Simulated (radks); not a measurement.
Values are calculated unless marked as measured or tabulated.
Species: Sb3+. Configuration: [Kr] 4d10 5s2 (the NIST ground configuration).

Level of theory: scalar-relativistic Kohn-Sham, TASK exchange with Perdew-Wang LDA correlation, spin-polarised, spherical densities, finite nucleus; meta-GGA in the generalised Kohn-Sham scheme; Fermi nuclear charge, rms radius 4.6802 fm (a radial shooting solver on a logarithmic mesh with Libxc functionals).

Energy parts (eV):
total: -176303.896
kinetic: 184364.171
electron-nucleus: -424995.160
Hartree: 68909.801
exchange-correlation: -4582.709

Orbitals (lengths in bohr, moments of r in powers of bohr; r(90%) holds 90 % of the orbital's charge):
orbital  occ.  eigenvalue (eV)  r(90%)
1s          2        -30392.45  0.0511
2s          2        -4671.753   0.190
2p          6        -4195.920   0.175
3s          2        -947.2535   0.486
3p          6        -791.3444   0.494
3d         10        -552.7633   0.481
4s          2        -183.5974    1.15
4p          6        -135.3611    1.26
4d         10         -64.3858    1.56
5s          2         -39.4122    2.87

The highest occupied level is 5s at -39.412 eV. The density falls to 0.001 e/bohr^3 at r = 3.42 bohr. The electron density at the nucleus is 2.155e+05 e/bohr^3 (large components only).
